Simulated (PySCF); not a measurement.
# PBE0 on Zn (zinc, neutral)

Configuration: [Ar] 3d10 4s2, closed-shell 1S. All numbers are calculated (PySCF 2.14, no relativity, point nucleus, in def2-TZVP (6s5p4d1f, 48 functions)).

* Total energy: -1779.144 hartree
* One-electron energy: -2482.913 hartree
* Hartree (Coulomb) energy: 774.631 hartree
* Exchange-correlation energy: -70.863 hartree
* Kinetic energy: 1776.99659 hartree
* ⟨S²⟩: 0.0000
* ⟨L²⟩: 0.000
* Sum of ⟨r⟩: 21.88 bohr
* Sum of ⟨r²⟩: 33.43 bohr²
* Density at the nucleus (Gaussians lack the cusp): 18000 bohr⁻³
* Langevin diamagnetic susceptibility: -26.5 ×10⁻⁶ cm³/mol
* Time after the integrals: 0.62 s of wall time on 1 thread of Neoverse-V1 (shared host)

```csv
shell,electrons,mean orbital energy (hartree),"rms radius, mean of both spins (bohr)"
1s,2,-347.58281,0.0591
2s,2,-42.32203,0.249
2p,6,-37.26240,0.221
3s,2,-4.86439,0.742
3p,6,-3.23833,0.781
3d,10,-0.49171,1.04
4s,2,-0.24080,2.95
```
